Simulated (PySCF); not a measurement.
Job for PySCF: D3(BJ) and D4 dispersion corrections on H5N (a complex).

```python
from pyscf import gto
from pyscf.dispersion import dftd3, dftd4

mol = gto.M(
    atom='''
    N    -0.16830280   -0.11107871    0.05894854
    H    -0.71802035    0.65433337   -0.31429289
    H     0.74830942   -0.06501368   -0.37131819
    H    -0.60370280   -0.97437965   -0.24516429
    H    -0.00909885    0.01021740    2.66939591
    H     0.03620904    0.04474657    3.41524066
    ''',
    basis='def2-svp',
    charge=0, spin=0, verbose=0, max_memory=1800)
d3, d4 = {}, {}
for xc in ['hf', 'pbe', 'blyp', 'revpbe', 'tpss', 'r2scan', 'b3lyp', 'pbe0', 'bhlyp', 'camb3lyp', 'b2plyp']:
    d3[xc] = float(dftd3.DFTD3Dispersion(mol, xc=xc, version='d3bj', atm=False).get_dispersion()['energy'])
    print(f'D3(BJ) {xc:10s} {d3[xc]:14.8f} Eh')
for xc in ['hf', 'pbe', 'blyp', 'revpbe', 'tpss', 'r2scan', 'b3lyp', 'pbe0', 'bhlyp', 'camb3lyp', 'b2plyp']:
    d4[xc] = float(dftd4.DFTD4Dispersion(mol, xc={'camb3lyp': 'cam-b3lyp'}.get(xc, xc), atm=True).get_dispersion()['energy'])
    print(f'D4     {xc:10s} {d4[xc]:14.8f} Eh')
```

It printed:

```
D3(BJ) hf            -0.01153964 Eh
D3(BJ) pbe           -0.00126054 Eh
D3(BJ) blyp          -0.00242568 Eh
D3(BJ) revpbe        -0.00336828 Eh
D3(BJ) tpss          -0.00149830 Eh
D3(BJ) r2scan        -0.00035599 Eh
D3(BJ) b3lyp         -0.00195868 Eh
D3(BJ) pbe0          -0.00102152 Eh
D3(BJ) bhlyp         -0.00141842 Eh
D3(BJ) camb3lyp      -0.00082696 Eh
D3(BJ) b2plyp        -0.00083582 Eh
D4     hf            -0.00345968 Eh
D4     pbe           -0.00086722 Eh
D4     blyp          -0.00192730 Eh
D4     revpbe        -0.00337612 Eh
D4     tpss          -0.00116555 Eh
D4     r2scan        -0.00024305 Eh
D4     b3lyp         -0.00133631 Eh
D4     pbe0          -0.00072323 Eh
D4     bhlyp         -0.00083839 Eh
D4     camb3lyp      -0.00070568 Eh
D4     b2plyp        -0.00060611 Eh
```

The run finished.

Cost: roughly 0.03 core-seconds.
